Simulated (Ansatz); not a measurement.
Na8Cl8⁻ (started as a model of: 1x4x4 NaCl rock-salt block). Charge -1, multiplicity 2. Geometry r2SCAN-D4/def2-SVP, that of the neutral singlet; atoms count from 1.

Cartesian coordinates in Å:
```
Na 0.105 -5.228 0.067
Cl -1.408 -3.677 1.354
Na -2.022 -1.757 3.019
Cl -3.471 -0.020 4.135
Cl 1.547 -3.648 -1.266
Na 0.026 -1.807 0.016
Cl -0.256 0.014 1.936
Na -2.093 1.740 2.966
Na 2.093 -1.740 -2.967
Cl 0.255 -0.014 -1.937
Na -0.027 1.807 -0.017
Cl -1.547 3.648 1.267
Cl 3.472 0.020 -4.135
Na 2.022 1.757 -3.019
Cl 1.408 3.676 -1.354
Na -0.104 5.227 -0.065
```

The highest occupied level of the charge -1 doublet lies above zero (up to 0.16 eV). By energy differences its removal costs 0.65 eV (vertical, to the charge 0 singlet, at PBE0-D4/def2-SVP); self-interaction error and the lack of diffuse functions both raise the level.

Estimate the Mulliken populations from the PBE0/def2-SVP orbitals of Ansatz.


```
atom  charge (e)  spin (α − β)
 Na1        0.17          0.47
 Cl2       -0.48          0.00
 Na3        0.45          0.01
 Cl4       -0.52          0.00
 Cl5       -0.48          0.00
 Na6        0.40          0.01
 Cl7       -0.48          0.00
 Na8        0.45          0.01
 Na9        0.45          0.01
Cl10       -0.48          0.00
Na11        0.40          0.01
Cl12       -0.48          0.00
Cl13       -0.52          0.00
Na14        0.45          0.01
Cl15       -0.48          0.00
Na16        0.17          0.47
```
Mulliken values and Mayer orders depend strongly on the basis.

Where does the spin sit?

Summed by element: Na 1.00, Cl 0.00, of 1 unpaired in all. Largest on single atoms: Na1 0.47, Na16 0.47, Na11 0.01.

And the Mayer bond orders between bonded heavy atoms (over 0.3)?

Na1–Cl2 0.32 (2.52 Å); Na1–Cl5 0.32 (2.52 Å); Cl2–Na3 0.32 (2.61 Å); Na3–Cl4 0.44 (2.52 Å); Cl4–Na8 0.44 (2.52 Å); Cl5–Na9 0.32 (2.61 Å); Na8–Cl12 0.32 (2.61 Å); Na9–Cl13 0.44 (2.52 Å); Cl12–Na16 0.32 (2.52 Å); Cl13–Na14 0.44 (2.52 Å); Na14–Cl15 0.32 (2.61 Å); Cl15–Na16 0.32 (2.52 Å). Values over 0.3 also appear between atoms too far apart for a bond (Na1–Na16 0.43 at 10.46 Å); they arise where an orbital or an unpaired electron spreads over both atoms.
